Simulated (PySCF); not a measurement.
# Bond lengths and vibrations by method: BClFH2Si cation

These are calculations, not measurements. They come from PySCF 2.14.0, an open-source quantum chemistry program, on an isolated molecule that a program drew, which may never have been made. The molecule is BClFH2Si cation (charge +1, singlet), drawn as the SMILES string `F[B+][SiH2]Cl`.

The geometry was optimised and harmonic frequencies were computed with HF and MP2, all in the cc-pV(D+d)Z basis, for the commonest isotopes, with a restricted reference for singlets and an unrestricted one otherwise, and a frozen core in MP2. Each result is a local minimum of its method.

Geometry at the HF minimum:
```xyz
6
BClFH2Si cation, angstrom
F    -4.5857   -0.5117   -0.8657
B    -3.6073   -0.5222   -0.1301
Si   -1.9378   -0.5303    1.1833
Cl   -2.7914   -0.1022    2.9555
H    -1.1088    0.5347    0.6251
H    -1.4532   -1.9015    1.0477
```

Lengths of the bonds as drawn, in Å (atoms numbered as above):
| bond | HF | MP2 |
|---|---|---|
| F1-B2 | 1.224 | 1.243 |
| B2-Si3 | 2.124 | 2.105 |
| Si3-Cl4 | 2.013 | 2.014 |
| Si3-H5 | 1.461 | 1.467 |
| Si3-H6 | 1.461 | 1.467 |

Rotational constants, in GHz:
```
constant,HF,MP2
A,9.391,9.292
B,1.979,1.993
C,1.668,1.675
```

Harmonic frequencies in cm^-1, each column in rising order, so a row needn't be the same motion in every method:
```
rank    HF   MP2
   1   103    90
   2   270     ?
   3   368   360
   4   423   412
   5   609   575
   6   620   615
   7   725   695
   8   877   829
   9   990   935
  10  1710  1641
  11  2415  2351
  12  2442  2382
```

**Estimate the missing MP2 frequency from the HF column.**

A single factor s that minimises the squared misfit of MP2 against s times HF over the other rows is sum(HF x MP2) / sum(HF^2) = 0.9685, with an rms misfit of 14 cm^-1. For rank 2 it gives 0.9685 x 270 = 261 cm^-1. The calculation gives 251 cm^-1, 10 cm^-1 below the estimate. The drawn bonds are on average 0.3 % longer in MP2 than in HF.
